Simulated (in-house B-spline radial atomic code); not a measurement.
**Excitations of Sn4+ by several methods**

Full response, energies in eV; labels give the largest channel, * marks a mixed state, a dash one above the method's threshold, and an imaginary frequency an unstable closed-shell reference. Computed with an all-electron radial atomic-structure program (B-spline basis): linear response of the closed shell [Kr] 4d10 with each method's own kernel (bare exchange for TDHF, static screening on G0W0 levels for BSE, the adiabatic kernel for functionals); scalar-relativistic (spin-free one-electron X2C), finite nucleus, no spin-orbit coupling, no double excitations, S, P, D and F terms only; shells from n = 2 respond. Only terms of natural parity with L up to 3 were computed.

```json
{"method": "TDHF", "4d → 5s 3D": "23.816", "4d → 5s 1D": "24.771", "4d → 5p 3P": "33.35", "α (bohr³)": "2.262"}
{"method": "BSE on G0W0@HF", "4d → 5s 3D": "23.296", "4d → 5s 1D": "24.149", "4d → 5p 3P": "33.28", "α (bohr³)": "2.204"}
{"method": "LDA VWN5", "4d → 5s 3D": "20.864", "4d → 5s 1D": "21.567", "4d → 5p 3P": "30.89", "α (bohr³)": "2.432"}
{"method": "PBE", "4d → 5s 3D": "20.852", "4d → 5s 1D": "21.616", "4d → 5p 3P": "30.70", "α (bohr³)": "2.421"}
{"method": "PBE0", "4d → 5s 3D": "21.825", "4d → 5s 1D": "22.610", "4d → 5p 3P": "31.66", "α (bohr³)": "2.366"}
{"method": "B3LYP (VWN-RPA)", "4d → 5s 3D": "21.170", "4d → 5s 1D": "21.982", "4d → 5p 3P": "30.96", "α (bohr³)": "2.395"}
{"method": "CAM-B3LYP", "4d → 5s 3D": "21.149", "4d → 5s 1D": "21.956", "4d → 5p 3P": "30.89", "α (bohr³)": "2.396"}
{"method": "LC-wPBE", "4d → 5s 3D": "21.366", "4d → 5s 1D": "22.133", "4d → 5p 3P": "31.15", "α (bohr³)": "2.392"}
{"method": "wB97X", "4d → 5s 3D": "22.317", "4d → 5s 1D": "22.867", "4d → 5p 3P": "32.32", "α (bohr³)": "2.383"}
{"method": "HSE06", "4d → 5s 3D": "?", "4d → 5s 1D": "?", "4d → 5p 3P": "?", "α (bohr³)": "?"}
{"method": "BHandHLYP", "4d → 5s 3D": "22.128", "4d → 5s 1D": "22.987", "4d → 5p 3P": "31.83", "α (bohr³)": "2.338"}
{"method": "BLYP", "4d → 5s 3D": "20.325", "4d → 5s 1D": "21.148", "4d → 5p 3P": "30.09", "α (bohr³)": "2.443"}
{"method": "PBEsol", "4d → 5s 3D": "20.961", "4d → 5s 1D": "21.725", "4d → 5p 3P": "30.85", "α (bohr³)": "2.422"}
{"method": "BP86", "4d → 5s 3D": "21.102", "4d → 5s 1D": "21.844", "4d → 5p 3P": "31.11", "α (bohr³)": "2.423"}
{"method": "LDA exchange-only", "4d → 5s 3D": "?", "4d → 5s 1D": "?", "4d → 5p 3P": "?", "α (bohr³)": "?"}
{"method": "B97-1", "4d → 5s 3D": "21.774", "4d → 5s 1D": "22.375", "4d → 5p 3P": "31.79", "α (bohr³)": "2.381"}
{"method": "RPBE", "4d → 5s 3D": "20.856", "4d → 5s 1D": "21.617", "4d → 5p 3P": "30.63", "α (bohr³)": "2.416"}
{"method": "OLYP", "4d → 5s 3D": "20.997", "4d → 5s 1D": "21.810", "4d → 5p 3P": "30.59", "α (bohr³)": "2.378"}
```

Task: What does LDA exchange-only give?

Result: 4d → 5s 3D: 20.160; 4d → 5s 1D: 21.027; 4d → 5p 3P: 29.894; α: 2.474 (eV, bohr³).

Task: What does HSE06 give?

Result: 4d → 5s 3D: 21.785; 4d → 5s 1D: 22.570; 4d → 5p 3P: 31.63; α: 2.37 (eV, bohr³).
